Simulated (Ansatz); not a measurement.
Reaction (ligand exchange at a B–O bond): `OCOB[SiH3]` + `C[SeH]` → `C[Se]B[SiH3]` + `OCO`

Program: Ansatz. Geometries: PBE0-D4/def2-TZVP. ΔE: electronic, gas phase. CCSD(T)/CBS is the MP2 limit (def2-TZVPP, def2-QZVPP) plus CCSD(T) − MP2 in def2-TZVPP, frozen cores. This one scheme is used for every species. DFT in def2-TZVPP. B3LYP here is the variant with VWN-RPA as its local correlation; programs differ in this. For Se outer-core shells are correlated without core-valence functions, which leaves a few kJ/mol of doubt a bond. Scalar relativity is left out up to krypton. Each species was taken in one conformer, which may not be the lowest.

Q: Is it downhill or uphill in electronic energy at CCSD(T)/CBS, and by how much? (Estimate.)

A: Ansatz gave: Uphill: ΔE = +4.6 kcal/mol.

Q: What do these levels give: PBE-D4, PBE0-D4, B3LYP-D4, ωB97X-V, PBE0, B3LYP, MP2/def2-TZVPP, SCS-MP2/def2-TZVPP, CCSD/def2-TZVPP, HF/def2-QZVPP, MP2/def2-QZVPP, CCSD/CBS(def2)? (An estimate is asked.)

A: Ansatz gave: PBE-D4 3.6, PBE0-D4 4.2, B3LYP-D4 7.0, ωB97X-V 7.4, PBE0 4.1, B3LYP 6.8, MP2/def2-TZVPP 4.2, SCS-MP2/def2-TZVPP 5.8, CCSD/def2-TZVPP 6.2, HF/def2-QZVPP 10.0, MP2/def2-QZVPP 3.8, CCSD/CBS(def2) 5.4 kcal/mol.

Largest T1 diagnostic among the species: 0.014.

In def2-TZVPP, CCSD(T) changes the Hartree–Fock value by −4.2 kcal/mol (the triples alone add −0.8 kcal/mol) and MP2 by −5.5 kcal/mol.
